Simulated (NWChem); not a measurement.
System: C2H6F2Si; SMILES C[SiH2]C(F)F

NWChem input:

```
start job
memory heap 200 mb stack 900 mb global 1100 mb
geometry units angstroms noautosym nocenter noautoz
  C     -0.005123     1.702718     1.064326
  Si     0.003271     0.929069    -0.638910
  C      0.001867    -0.981664    -0.414828
  F      1.099087    -1.346482     0.307351
  F     -1.102446    -1.346057     0.296693
  H     -0.898511     1.380079     1.620133
  H     -0.005345     2.801565     1.009583
  H      0.883185     1.380835     1.628622
  H      1.224822     1.290853    -1.419916
  H     -1.210350     1.291173    -1.432036
  H      0.006267    -1.573583    -1.349411
end
basis spherical
  * library 6-31g*
end
dft
  xc hfexch
  iterations 150
  mulliken
end
task dft energy
esp
  recalculate
  probe 0.07
  range 0.3
  factor 1.0
  spacing 0.02
end
task esp
```

Coordinates come from a PBE0/def2-SVP optimisation.

Atomic charges in e: unrestrained fits to the electrostatic potential beside Mulliken populations; buried atoms are poorly determined by the fit.

Atoms are numbered as in the input.

Q: What results follow from this input? (Hartree-Fock/6-31G* (spherical d).) Quantities: ESP C1; Mulliken C1; ESP Si2; Mulliken Si2; ESP C3; Mulliken C3; ESP F4; Mulliken F4; ESP F5; Mulliken F5; relative RMS misfit of the potential (%).

A: 
```yaml
ESP C1: -0.18
Mulliken C1: -0.81
ESP Si2: 0.49
Mulliken Si2: 0.79
ESP C3: 0.43
Mulliken C3: 0.45
ESP F4: -0.29
Mulliken F4: -0.44
ESP F5: -0.29
Mulliken F5: -0.44
relative RMS misfit of the potential (%): 29
```
